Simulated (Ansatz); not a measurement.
Geometry optimisation, Ansatz, RKS PBE-D4/def2-SVP.

input.yaml

```yaml
crystal:
  periodic: [false, false, false]
  atoms:
    - { symbol: Al, position_ang: [0.0, 0.0, 0.0] }
    - { symbol: O, position_ang: [0.0, 0.0, 1.78] }
    - { symbol: Si, position_ang: [-1.3147, -0.4067, 2.7436] }
    - { symbol: H, position_ang: [-2.239, -1.2403, 1.9804] }
    - { symbol: H, position_ang: [-0.8506, -1.1432, 3.9157] }
    - { symbol: H, position_ang: [-1.9987, 0.8095, 3.1733] }
    - { symbol: O, position_ang: [1.5415, 0.0, -0.89] }
    - { symbol: H, position_ang: [1.8414, -0.9519, -1.0449] }
    - { symbol: O, position_ang: [-1.5415, 0.0, -0.89] }
    - { symbol: H, position_ang: [-2.0512, -0.8467, -0.6815] }
basis:
  gaussian: { orbitals: def2-SVP }
hamiltonian:
  xc: pbe
  dispersion: d4
relax:
  f_tol: 0.02
  max_steps: 40
```

Launched with:

```bash
$ ansatz run input.yaml --threads 2 --pin off --max-ram 3072MiB --backend cpu --events-out ev --progress --plain --runs-dir out
```

**Question.** Where does it end, and by what steps?

**Answer.** The run converged. The force dipped under the threshold on the way, but the program's further checks kept it going. After 21 steps the energy has fallen by 0.661 eV; H4 moved furthest, 1.40 Å.

| step | energy less start (eV) | largest force component (eV/Å) | accepted |
| --- | --- | --- | --- |
| 0 | 0.0000 | 1.510 | yes |
| 1 | -0.1921 | 1.619 | yes |
| 2 | -0.2565 | 1.638 | yes |
| 3 | -0.4381 | 0.508 | yes |
| 4 | -0.4794 | 0.209 | yes |
| 5 | -0.5417 | 0.331 | yes |
| 6 | -0.4488 | 2.640 | no |
| 7 | -0.5803 | 0.261 | yes |
| 8 | -0.6078 | 0.261 | yes |
| 9 | -0.6287 | 0.028 | yes |
| 10 | -0.6364 | 0.047 | yes |
| 11 | -0.6387 | 0.328 | yes |
| 12 | -0.6255 | 1.113 | no |
| 13 | -0.6449 | 0.098 | yes |
| 14 | -0.6503 | 0.016 | yes |
| 15 | -0.6532 | 0.134 | yes |
| 16 | -0.6503 | 0.336 | no |
| 17 | -0.6556 | 0.196 | yes |
| 18 | -0.6590 | 0.028 | yes |
| 19 | -0.6595 | 0.147 | yes |
| 20 | -0.6603 | 0.078 | yes |
| 21 | -0.6607 | 0.003 | yes |

```xyz
10
Properties=species:S:1:pos:R:3
Al -0.221 -0.384 -0.155
O -1.077 -0.419 1.319
Si -1.365 -0.364 2.953
H -2.755 -0.871 3.232
H -0.384 -1.223 3.708
H -1.261 1.049 3.465
O 1.470 -0.138 -0.125
H 1.976 -0.114 -0.952
O -1.019 -0.588 -1.654
H -1.977 -0.728 -1.703
```

Run time: 38 s on 2 threads of Arm Neoverse V2, with other jobs on the host, peak memory 0.14 GiB.
